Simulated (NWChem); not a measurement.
System: AlSiH4F; SMILES [F][AlH][SiH3]

Input file for NWChem:

```
start job
memory heap 200 mb stack 900 mb global 1100 mb
geometry units angstroms noautoz
  Al     0.533631     0.730202    -0.004770
  F     -0.652426     1.907073     0.018294
  H      2.023716     1.270154     0.004514
  Si    -0.191306    -1.607940    -0.019566
  H     -0.354527    -2.102626     1.386409
  H      0.828882    -2.478253    -0.686817
  H     -1.499387    -1.783226    -0.724578
end
basis spherical
  Al library 6-31g*
  F library 6-31g*
  H library 6-31g*
  Si library 6-31g*
end
dft
  xc xpbe96 cpbe96
  iterations 150
  vectors input atomic output neutral.movecs
end
task dft energy
charge 1
dft
  odft
  mult 2
  vectors input atomic output cation.movecs
end
task dft energy
```

Excerpt of the output:

```
             Northwest Computational Chemistry Package (NWChem) 7.3.0
             --------------------------------------------------------

 C1  symmetry detected

                             Geometry "geometry" -> ""
                             -------------------------

 Output coordinates in angstroms (scale by  1.889725989 to convert to a.u.)

  No.       Tag          Charge          X              Y              Z
 ---- ---------------- ---------- -------------- -------------- --------------
    1 Al                  13.0000     0.55096906     0.75247036    -0.00271532
    2 F                    9.0000    -0.63210331     1.93256337     0.00024120
    3 H                    1.0000     2.04236560     1.28863614     0.01310517
    4 Si                  14.0000    -0.18003450    -1.58382859    -0.00143987
    5 H                    1.0000    -0.35542245    -2.06500061     1.40775620
    6 H                    1.0000     0.84296358    -2.46293776    -0.65266499
    7 H                    1.0000    -1.48309163    -1.76228255    -0.71490978

 Effective nuclear repulsion energy (a.u.)     128.8095501617

  pbe96 is a nonlocal functional; adding pw91lda local functional.

                                 NWChem DFT Module
                                 -----------------

 Summary of "ao basis" -> "ao basis" (spherical)
 ------------------------------------------------------------------------------
       Tag                 Description            Shells   Functions and Types
 ---------------- ------------------------------  ------  ---------------------
 Al                          6-31g*                  8       18   4s3p1d
 F                           6-31g*                  6       14   3s2p1d
 H                           6-31g*                  2        2   2s
 Si                          6-31g*                  8       18   4s3p1d

            General Information
            -------------------
          SCF calculation type: DFT
          Wavefunction type:  closed shell.
          No. of atoms     :     7
          No. of electrons :    40
           Alpha electrons :    20
            Beta electrons :    20
          Charge           :     0
          Spin multiplicity:     1
          Use of symmetry is: off; symmetry adaption is: off
          Maximum number of iterations: 150
          AO basis - number of functions:    58
                     number of shells:    30
          Convergence on energy requested:  1.00D-06
          Convergence on density requested:  1.00D-05
          Convergence on gradient requested:  5.00D-04

              XC Information
              --------------
          PerdewBurkeErnzerhof Exchange Functional  1.000
            Perdew 1991 LDA Correlation Functional  1.000 local
           PerdewBurkeErnz. Correlation Functional  1.000 non-local

             Grid Information
             ----------------
          Grid used for XC integration:  medium
          Radial quadrature: Mura-Knowles
          Angular quadrature: Lebedev.
          Tag              B.-S. Rad. Rad. Pts. Rad. Cut. Ang. Pts.
          ---              ---------- --------- --------- ---------
          Al                  1.25       88          10.0       590
          F                   0.50       49          11.0       434
          H                   0.35       45          11.0       434
          Si                  1.10       88          10.0       590
          Grid pruning is: on
          Number of quadrature shells:   405
          Spatial weights used:  Erf1

      Superposition of Atomic Density Guess
      -------------------------------------

 Sum of atomic energies:        -632.04122040

      Non-variational initial energy
      ------------------------------

 Total energy =    -632.394738
 1-e energy   =   -1134.706197
 2-e energy   =     373.501909
 HOMO         =      -0.290415
 LUMO         =      -0.012014

   convergence    iter        energy       DeltaE   RMS-Dens  Diis-err
 ---------------- ----- ----------------- --------- --------- ---------
 d= 0,ls=0.0,diis     1   -633.7092592827 -7.63D+02  3.88D-02  6.12D-01
 d= 0,ls=0.0,diis     2   -633.1233476294  5.86D-01  2.73D-02  6.88D+00
 d= 0,ls=0.0,diis     3   -633.7844470396 -6.61D-01  2.83D-03  5.71D-03
 d= 0,ls=0.0,diis     4   -633.7849864510 -5.39D-04  1.28D-03  3.41D-03
 d= 0,ls=0.0,diis     5   -633.7856737167 -6.87D-04  1.83D-04  9.54D-05
  Resetting Diis
 d= 0,ls=0.0,diis     6   -633.7856883150 -1.46D-05  4.75D-05  4.21D-06
 d= 0,ls=0.0,diis     7   -633.7856889470 -6.32D-07  2.79D-05  3.06D-07
 d= 0,ls=0.0,diis     8   -633.7856889434  3.60D-09  1.38D-05  3.49D-07
 d= 0,ls=0.0,diis     9   -633.7856890282 -8.48D-08  1.55D-06  2.34D-08

         Total DFT energy =     -633.785689028175
      One electron energy =    -1137.187561805663
           Coulomb energy =      425.730642020411
    Exchange-Corr. energy =      -51.138319404599
 Nuclear repulsion energy =      128.809550161676

 Numeric. integr. density =       39.999996581655

                       DFT Final Molecular Orbital Analysis
                       ------------------------------------

 Vector   18  Occ=2.000000D+00  E=-3.146836D-01
              MO Center= -2.8D-01, -1.8D+00,  4.4D-01, r^2= 2.5D+00
   Bfn.  Coefficient  Atom+Function         Bfn.  Coefficient  Atom+Function
  ----- ------------  ---------------      ----- ------------  ---------------
    43      0.403865  4 Si pz                54      0.284432  5 H  s
    53      0.273216  5 H  s                 39     -0.169913  4 Si pz
    56     -0.144667  6 H  s                 55     -0.139236  6 H  s
    57     -0.134726  7 H  s                 58     -0.134935  7 H  s
    47      0.122328  4 Si pz                23     -0.114517  2 F  pz

 Vector   19  Occ=2.000000D+00  E=-3.113901D-01
              MO Center=  6.1D-02, -1.3D+00, -3.5D-01, r^2= 4.1D+00
   Bfn.  Coefficient  Atom+Function         Bfn.  Coefficient  Atom+Function
  ----- ------------  ---------------      ----- ------------  ---------------
    41      0.326318  4 Si px                56      0.250263  6 H  s
    55      0.232415  6 H  s                 58     -0.209996  7 H  s
    57     -0.196626  7 H  s                 42     -0.174208  4 Si py
    37     -0.136745  4 Si px                22     -0.131775  2 F  py
     6     -0.125052  1 Al s                 34     -0.119946  3 H  s

 Vector   20  Occ=2.000000D+00  E=-2.437368D-01
              MO Center=  4.3D-01, -1.9D-01, -3.5D-04, r^2= 3.9D+00
   Bfn.  Coefficient  Atom+Function         Bfn.  Coefficient  Atom+Function
  ----- ------------  ---------------      ----- ------------  ---------------
    42      0.368839  4 Si py                34     -0.266018  3 H  s
     8     -0.263092  1 Al py                33     -0.189876  3 H  s
    46      0.187713  4 Si py                44      0.186379  4 Si s
    22      0.174691  2 F  py                 7     -0.170301  1 Al px
    38     -0.148824  4 Si py                 6      0.139528  1 Al s

 Vector   21  Occ=0.000000D+00  E=-8.639618D-02
              MO Center=  4.4D-01,  3.8D-01, -2.8D-02, r^2= 4.1D+00
   Bfn.  Coefficient  Atom+Function         Bfn.  Coefficient  Atom+Function
  ----- ------------  ---------------      ----- ------------  ---------------
     9      0.539436  1 Al pz                13      0.440153  1 Al pz
    54     -0.327569  5 H  s                 47      0.240040  4 Si pz
    23     -0.186078  2 F  pz                 5     -0.183920  1 Al pz
    58      0.182776  7 H  s                 27     -0.166425  2 F  pz
    56      0.147705  6 H  s                 53     -0.096430  5 H  s

 Vector   22  Occ=0.000000D+00  E=-2.952354D-02
              MO Center=  4.1D-02,  1.1D-01,  6.3D-02, r^2= 5.3D+00
   Bfn.  Coefficient  Atom+Function         Bfn.  Coefficient  Atom+Function
  ----- ------------  ---------------      ----- ------------  ---------------
    10      0.580840  1 Al s                 45     -0.537165  4 Si px
    56      0.470152  6 H  s                 58     -0.425298  7 H  s
    11     -0.362340  1 Al px                24     -0.318060  2 F  s
    12      0.231704  1 Al py                41     -0.201335  4 Si px
     6      0.199698  1 Al s                  7     -0.182840  1 Al px

 Vector   23  Occ=0.000000D+00  E=-1.728103D-02
              MO Center=  5.4D-01, -3.7D-01,  3.8D-02, r^2= 5.4D+00
   Bfn.  Coefficient  Atom+Function         Bfn.  Coefficient  Atom+Function
  ----- ------------  ---------------      ----- ------------  ---------------
    10      1.364389  1 Al s                 44     -0.969579  4 Si s
    46     -0.837722  4 Si py                12     -0.650249  1 Al py
    34     -0.572996  3 H  s                 58      0.428082  7 H  s
    40     -0.338605  4 Si s                  6      0.302356  1 Al s
    56     -0.245082  6 H  s                 42     -0.237776  4 Si py

     Multipole analysis of the density
     ---------------------------------

     L   x y z        total         alpha         beta         nuclear
     -   - - -        -----         -----         ----         -------
     0   0 0 0     -0.000000    -20.000000    -20.000000     40.000000

     1   1 0 0      0.288387      0.144194      0.144194     -0.000000
     1   0 1 0     -0.318497     -0.159249     -0.159249     -0.000000
     1   0 0 1     -0.007106     -0.003553     -0.003553     -0.000000

     2   2 0 0    -26.247357    -40.270670    -40.270670     54.293983
     2   1 1 0      0.547931     -3.816174     -3.816174      8.180279
     2   1 0 1     -0.014803     -0.041915     -0.041915      0.069027
     2   0 2 0    -28.586202   -177.115165   -177.115165    325.644128
     2   0 1 1     -0.042795      0.002212      0.002212     -0.047218
     2   0 0 2    -22.339706    -16.382076    -16.382076     10.424445

                                 NWChem DFT Module
                                 -----------------

            General Information
            -------------------
          SCF calculation type: DFT
          Wavefunction type:  spin polarized.
          No. of atoms     :     7
          No. of electrons :    39
           Alpha electrons :    20
            Beta electrons :    19
          Charge           :     1
          Spin multiplicity:     2
          Use of symmetry is: off; symmetry adaption is: off
          Maximum number of iterations: 150
          AO basis - number of functions:    58
                     number of shells:    30
          Convergence on energy requested:  1.00D-06
          Convergence on density requested:  1.00D-05
          Convergence on gradient requested:  5.00D-04

              XC Information
              --------------
          PerdewBurkeErnzerhof Exchange Functional  1.000
            Perdew 1991 LDA Correlation Functional  1.000 local
           PerdewBurkeErnz. Correlation Functional  1.000 non-local

             Grid Information
             ----------------
          Grid used for XC integration:  medium
          Radial quadrature: Mura-Knowles
          Angular quadrature: Lebedev.
          Tag              B.-S. Rad. Rad. Pts. Rad. Cut. Ang. Pts.
          ---              ---------- --------- --------- ---------
          Al                  1.25       88          10.0       590
          F                   0.50       49          11.0       434
          H                   0.35       45          11.0       434
          Si                  1.10       88          10.0       590
          Grid pruning is: on
          Number of quadrature shells:   405
          Spatial weights used:  Erf1

      Superposition of Atomic Density Guess
      -------------------------------------

 Sum of atomic energies:        -632.04122040

 Renormalizing density from      40.00 to     39

      Non-variational initial energy
      ------------------------------

 Total energy =    -622.468740
 1-e energy   =   -1106.338542
 2-e energy   =     355.060252
 HOMO         =      -0.562774
 LUMO         =      -0.260366

   convergence    iter        energy       DeltaE   RMS-Dens  Diis-err
 ---------------- ----- ----------------- --------- --------- ---------
 d= 0,ls=0.0,diis     1   -633.2344328348 -7.62D+02  3.35D-02  4.75D-01
                                                     2.78D-02  4.69D-01
 d= 0,ls=0.0,diis     2   -628.2986233646  4.94D+00  3.01D-02  1.08D+01
                                                     2.55D-02  7.21D+00
 d= 0,ls=0.0,diis     3   -633.4049628779 -5.11D+00  5.31D-03  2.49D-02
                                                     9.13D-03  2.27D-02
 d= 0,ls=0.0,diis     4   -633.3713461288  3.36D-02  2.99D-03  5.34D-02
                                                     5.97D-03  4.89D-02
 d= 0,ls=0.0,diis     5   -633.4275014551 -5.62D-02  6.14D-04  2.62D-03
                                                     9.01D-04  2.50D-03
  Resetting Diis
 d= 0,ls=0.0,diis     6   -633.4288162576 -1.31D-03  2.31D-04  1.35D-04
                                                     4.30D-04  1.23D-04
 d= 0,ls=0.0,diis     7   -633.4290010890 -1.85D-04  1.45D-04  1.33D-05
                                                     2.12D-04  1.47D-05
 d= 0,ls=0.0,diis     8   -633.4289773286  2.38D-05  8.36D-05  6.14D-05
                                                     1.41D-04  5.98D-05
 d= 0,ls=0.0,diis     9   -633.4290111247 -3.38D-05  3.06D-05  7.70D-06
                                                     4.13D-05  7.46D-06
 d= 0,ls=0.0,diis    10   -633.4290150544 -3.93D-06  7.72D-06  1.67D-07
                                                     1.44D-05  1.70D-07
 d= 0,ls=0.0,diis    11   -633.4290152166 -1.62D-07  3.65D-06  2.96D-08
                                                     4.42D-06  1.95D-08

         Total DFT energy =     -633.429015216637
      One electron energy =    -1127.583753234155
           Coulomb energy =      416.165261100288
    Exchange-Corr. energy =      -50.820073244446
 Nuclear repulsion energy =      128.809550161676

 Numeric. integr. density =       38.999996527126

                    DFT Final Alpha Molecular Orbital Analysis
                    ------------------------------------------

 Vector   18  Occ=1.000000D+00  E=-5.321088D-01
              MO Center= -3.8D-01, -1.7D+00,  4.0D-01, r^2= 2.6D+00
   Bfn.  Coefficient  Atom+Function         Bfn.  Coefficient  Atom+Function
  ----- ------------  ---------------      ----- ------------  ---------------
    43      0.452718  4 Si pz                53      0.272428  5 H  s
    54      0.247055  5 H  s                 39     -0.179946  4 Si pz
    57     -0.167208  7 H  s                 58     -0.146673  7 H  s
    23     -0.136506  2 F  pz                55     -0.107551  6 H  s
    47      0.102290  4 Si pz                56     -0.096632  6 H  s

 Vector   19  Occ=1.000000D+00  E=-5.301732D-01
              MO Center= -1.4D-01, -1.8D+00, -4.0D-01, r^2= 2.5D+00
   Bfn.  Coefficient  Atom+Function         Bfn.  Coefficient  Atom+Function
  ----- ------------  ---------------      ----- ------------  ---------------
    41      0.438145  4 Si px                55      0.256030  6 H  s
    56      0.239508  6 H  s                 57     -0.222049  7 H  s
    58     -0.204277  7 H  s                 37     -0.173762  4 Si px
    42     -0.134475  4 Si py                22     -0.086140  2 F  py
    45      0.080690  4 Si px                51      0.057206  4 Si d  1

[...]
```

Level: PBE/6-31G* (spherical d), vertical spin-unrestricted ions. All runs use the structure optimised with PBE0/def2-SVP.
